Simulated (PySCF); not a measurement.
## Correlation energy of Pb (lead, neutral)

[Xe] 4f14 5d10 6s2 6p1 7s1, high-spin 3P determinant (an excited configuration). Computed with PySCF 2.14 in x2c-TZVPPall with one added diffuse shell each of s, p, d, f type (12s8p7d4f, 99 functions), with the spin-free X2C one-electron Hamiltonian (Gaussian nucleus). Frozen: [Xe] 4f14 5d10; 4 electrons correlated.

```tsv
level	correlation energy (mhartree)
CCSD	-44.50
(T)	-1.03
CCSD(T)	-45.53
```

Diagnostics: T1 = 0.0089, D1 = 0.0184, largest double amplitude 0.063.

Spin-orbit coupling, absent here, splits the open shell strongly. The outer electron is Rydberg-like, and this basis confines it to a smaller radius and binds it less than a complete one would.

Cost of the coupled-cluster step: roughly 5 core-seconds, for 4 correlated electrons.
